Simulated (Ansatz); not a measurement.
`C[O][In]([CH3])[Cl]` + `CNBS` → `C[NH][In]([CH3])[Cl]` + `COBS`  (redistribution)

Gas-phase electronic energies from Ansatz, PBE0-D4/def2-TZVP geometries. CCSD(T)/CBS adds triple-zeta CCSD(T) − MP2 to the extrapolated MP2 energy (def2 sets, frozen cores). DFT in def2-TZVPP. B3LYP here is the variant with VWN-RPA as its local correlation; programs differ in this. Elements past krypton have def2 core potentials. For In outer-core shells are correlated without core-valence functions, which leaves a few kJ/mol of doubt a bond. One conformer a species, not always the lowest.

(1) Is it downhill or uphill in electronic energy at CCSD(T)/CBS, and by how much? (An estimate is asked.)

(2) What do these levels give: PBE-D4, r2SCAN-D4, B3LYP-D4, B2PLYP, PBE, PBE0, B3LYP, SCS-MP2/def2-TZVPP, CCSD(T)/def2-TZVPP, MP2/def2-QZVPP, HF/CBS(def2), MP2/CBS(def2)? (An estimate is asked.)

Largest T1 diagnostic among the species: 0.014.

Answers

(1) Computed: Uphill: ΔE = +15.5 kJ/mol.

(2) The calculation gave: PBE-D4 21.5, r2SCAN-D4 19.9, B3LYP-D4 18.0, B2PLYP 16.3, PBE 21.2, PBE0 17.8, B3LYP 17.3, SCS-MP2/def2-TZVPP 13.1, CCSD(T)/def2-TZVPP 13.3, MP2/def2-QZVPP 14.5, HF/CBS(def2) 10.5, MP2/CBS(def2) 15.4 kJ/mol.

From PBE to PBE0 (25 % exact exchange), in def2-TZVPP and without D4, ΔE moves by −3.4 kJ/mol.
